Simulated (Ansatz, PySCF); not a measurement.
Gas-phase reaction (SMILES): OB(O)Br + [H][H] (H2) → OBO [boronic acid] + Br (HBr); hydrogen cleaves one B-Br bond, a model of a ligand-exchange step.

Geometries: B3LYP-D3(BJ)/def2-TZVP minima from Ansatz (an electronic-structure program), one conformer each, not searched for the lowest. Valence correlation only, unless marked. Spin-orbit coupling is left out. The frozen core is the preceding noble-gas configuration, with the filled d and f shells of earlier blocks. Non-relativistic. Basis-set limits of correlation are two-point, X^-3; Hartree-Fock from the larger set. Thermal terms are rigid-rotor harmonic-oscillator values from B3LYP-D3(BJ) frequencies (Ansatz or PySCF) at 298.15 K and 1 atm. 1 Eh = 627.5095 kcal/mol.

```
species      E, CCSD(T)/CBS(cc-pVTZ,cc-pVQZ) (Ansatz) (Eh)  E, r2SCAN-D4/def2-TZVPD (Ansatz + dftd4) (Eh)  H - E (Eh)
-----------  ---------------------------------------------  ---------------------------------------------  ----------
OB(O)Br                                        -2749.17250                                    -2750.78445     0.04011
[H][H] (H2)                                       -1.17450                                       -1.17100     0.01336
OBO                                             -177.04392                                     -177.19061     0.04694
Br (HBr)                                       -2573.28320                                    -2574.74145     0.00927
```

### Question
Work out ΔE and ΔH at 298.15 K at the first level, then ΔH at the second.

### Answer

1. ΔE = [(-177.04392) + (-2573.28320)] - [(-2749.17250) + (-1.17450)] = 0.01988 Eh = 12.5 kcal/mol at CCSD(T)/CBS(cc-pVTZ,cc-pVQZ).
2. The terms H - E add up to 0.00274 Eh, so ΔH = (0.01988 + (0.00274))×627.5095 = 14.2 kcal/mol.
3. At r2SCAN-D4/def2-TZVPD the same steps give ΔE = 14.7 and ΔH = 16.4 kcal/mol, a shift of +2.2 from the first level.
4. These values are not checked against measurement here, since the tables used lack a sound gas-phase enthalpy of formation for at least one species.
